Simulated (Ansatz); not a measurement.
`Cc1cc(-c2sc(-c3sc(C(F)(F)F)cc3C)cc2C)sc1-c1cc(C)c(-c2cc(C)c(-c3cc(C)c(C(F)(F)F)s3)s2)s1` with charge -1. Charge -1, multiplicity 2. Geometry PBE-D4/def2-SVP, that of the neutral singlet; atoms count from 1.

Cartesian coordinates in Å:
```
C 0.673 -0.668 2.852
C -0.381 0.231 2.274
C -1.304 0.955 3.068
C -2.210 1.744 2.354
C -3.265 2.571 2.879
S -3.598 2.509 4.601
C -4.870 3.705 4.477
C -5.581 4.139 5.658
S -4.790 4.040 7.219
C -6.197 4.656 8.025
C -6.222 4.835 9.510
F -7.427 5.297 9.914
F -5.985 3.671 10.166
F -5.281 5.715 9.936
C -7.212 4.940 7.131
C -6.883 4.650 5.775
C -7.836 4.842 4.630
C -5.029 4.095 3.147
C -4.138 3.467 2.235
C -4.136 3.757 0.761
S -1.900 1.581 0.635
C -0.575 0.463 0.898
C 0.121 -0.055 -0.251
C -0.168 0.172 -1.600
C 0.702 -0.469 -2.516
C 0.557 -0.353 -4.006
C 1.700 -1.216 -1.862
C 2.783 -2.005 -2.389
C 3.800 -2.649 -1.677
C 4.733 -3.360 -2.474
C 5.917 -4.089 -1.907
C 4.431 -3.264 -3.842
C 5.138 -3.808 -4.979
C 5.977 -4.922 -5.059
C 6.498 -5.169 -6.362
C 7.429 -6.299 -6.703
C 6.041 -4.223 -7.275
C 6.343 -4.164 -8.737
F 5.805 -3.061 -9.309
F 5.855 -5.245 -9.405
F 7.680 -4.143 -8.977
S 5.004 -3.036 -6.545
S 2.987 -2.308 -4.104
S 1.518 -1.107 -0.120
H 0.587 -1.706 2.466
H 0.593 -0.708 3.955
H 1.697 -0.318 2.600
H -1.307 0.906 4.167
H -8.185 5.336 7.452
H -7.636 5.785 4.078
H -8.881 4.892 4.993
H -7.762 4.014 3.897
H -5.751 4.859 2.833
H -4.414 2.862 0.164
H -3.136 4.081 0.404
H -4.859 4.559 0.519
H -1.010 0.801 -1.923
H -0.267 0.337 -4.268
H 1.484 0.028 -4.483
H 0.337 -1.335 -4.477
H 3.877 -2.590 -0.581
H 6.823 -3.942 -2.530
H 5.737 -5.183 -1.846
H 6.142 -3.737 -0.881
H 6.180 -5.579 -4.204
H 7.179 -6.749 -7.683
H 8.479 -5.945 -6.765
H 7.386 -7.094 -5.934
```

Single mean-field runs in def2-SVP are fitted with def2-universal-jkfit.

(1) Estimate the Mulliken populations of the heavy atoms from the PBE0/def2-SVP orbitals of Ansatz.

(2) Where does the spin sit?

(3) And the Mayer bond orders between heavy atoms (over 0.3, the first 40 of 49)?

Results:

(1) 
```csv
atom,charge (e),spin (α − β)
C1,0.02,0.00
C2,-0.12,0.03
C3,-0.06,-0.01
C4,-0.09,0.09
C5,-0.08,0.00
S6,0.08,0.05
C7,-0.12,0.11
C8,-0.11,-0.02
S9,0.14,0.03
C10,-0.31,0.09
C11,0.64,0.00
F12,-0.20,0.00
F13,-0.20,0.00
F14,-0.20,0.00
C15,-0.01,-0.04
C16,-0.11,0.08
C17,0.02,-0.01
C18,-0.04,-0.04
C19,-0.14,0.07
C20,0.02,-0.01
S21,0.04,0.06
C22,-0.08,0.03
C23,-0.09,0.06
C24,-0.07,0.02
C25,-0.12,-0.01
C26,0.02,0.00
C27,-0.08,0.06
C28,-0.09,0.02
C29,-0.08,0.05
C30,-0.08,-0.03
C31,0.01,0.00
C32,-0.12,0.08
C33,-0.11,-0.01
C34,-0.05,0.06
C35,-0.09,-0.03
C36,0.03,0.00
C37,-0.34,0.07
C38,0.63,0.00
F39,-0.20,0.00
F40,-0.20,0.00
F41,-0.20,0.00
S42,0.14,0.03
S43,0.06,0.05
S44,0.04,0.06
```
Mulliken values depend strongly on the basis.

(2) Summed by element: C 0.71, S 0.28, F 0.01, H 0.01, of 1 unpaired in all. Largest on single atoms: C7 0.11, C4 0.09, C10 0.09.

(3) C1–C2 1.10 (1.50 Å); C2–C3 1.38 (1.42 Å); C2–C22 1.39 (1.41 Å); C3–C4 1.38 (1.40 Å); C4–C5 1.25 (1.44 Å); C4–S21 1.07 (1.75 Å); C5–S6 1.09 (1.75 Å); C5–C19 1.41 (1.41 Å); S6–C7 1.08 (1.75 Å); C7–C8 1.18 (1.45 Å); C7–C18 1.42 (1.39 Å); C8–S9 1.12 (1.75 Å); C8–C16 1.47 (1.40 Å); S9–C10 1.09 (1.73 Å); C10–C11 1.00 (1.50 Å); C10–C15 1.51 (1.38 Å); C11–F12 1.10 (1.35 Å); C11–F13 1.11 (1.36 Å); C11–F14 1.11 (1.36 Å); C15–C16 1.30 (1.43 Å); C16–C17 1.10 (1.50 Å); C18–C19 1.34 (1.42 Å); C19–C20 1.10 (1.50 Å); S21–C22 1.07 (1.75 Å); C22–C23 1.26 (1.44 Å); C23–C24 1.37 (1.40 Å); C23–S44 1.07 (1.75 Å); C24–C25 1.37 (1.42 Å); C25–C26 1.10 (1.50 Å); C25–C27 1.40 (1.41 Å); C27–C28 1.25 (1.44 Å); C27–S44 1.07 (1.75 Å); C28–C29 1.39 (1.40 Å); C28–S43 1.09 (1.75 Å); C29–C30 1.35 (1.42 Å); C30–C31 1.10 (1.50 Å); C30–C32 1.46 (1.40 Å); C32–C33 1.18 (1.45 Å); C32–S43 1.07 (1.75 Å); C33–C34 1.43 (1.40 Å).
